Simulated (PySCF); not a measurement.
Compound: terephthalaldehyde, C8H6O2.
Numbering: `[O:1]=[CH:2][c:3]1[cH:4][cH:5][c:6]([CH:7]=[O:8])[cH:9][cH:10]1` (hydrogens: H11 on C2; H12 on C4; H13 on C5; H14 on C7; H15 on C9; H16 on C10)

A GFN2-xTB structure was refined with PySCF 2.14.0, PBE0-D3(BJ)/def2-SVP geometry optimisation, gas phase. Its GFN2-xTB values:

```csv
coordinate,GFN2-xTB
O1=C2,1.203 Å
C2–C3,1.472 Å
C2–H11,1.108 Å
C3–C4,1.397 Å
C4–C5,1.379 Å
C4–H12,1.080 Å
C10–H16,1.080 Å
O1–C2–C3,125.1°
C2–C3–C4,119.6°
C3–C4–C5,120.2°
C4–C3–C10,119.9°
```

Question: How do these coordinates change at the PBE0-D3(BJ)/def2-SVP level?

Answer: 
```tsv
coordinate	PBE0-D3(BJ)/def2-SVP (Å or °)	change
C10–H16	1.094	+0.014
C2–H11	1.120	+0.012
C4–H12	1.092	+0.012
C2–C3	1.483	+0.011
C4–C5	1.388	+0.009
C3–C4	1.400	+0.003
O1=C2	1.204	+0.001
O1–C2–C3	124.3	-0.8
C3–C4–C5	119.7	-0.5
C4–C3–C10	120.3	+0.4
C2–C3–C4	119.6	0.0
```

The energy falls by 0.74 kcal/mol over 4 energy and gradient evaluations, the largest force component goes from 0.0064 to 3.4e-04 Eh/bohr, and the atoms move by 0.017 Å rms after alignment. Among the bonds, C5–H13 and C10–H16 change most and about equally (+0.014 Å). Bonds longer at the end by more than 0.005 Å: 12 of 16; shorter: 0. Rotational constants go from 4903, 706.8, 617.7 to 4849, 702.7, 613.7 MHz.

The run used 170 basis functions and 32 SCF cycles in all.

Stationary, but not proved a minimum. One conformer, not necessarily the lowest.

The values belong to the conformer `[O:1]=[CH:2][c:3]1[cH:4][cH:5][c:6]([CH:7]=[O:8])[cH:9][cH:10]1`: O1–C2–C3–C4 0°, C5–C6–C7–O8 180°.
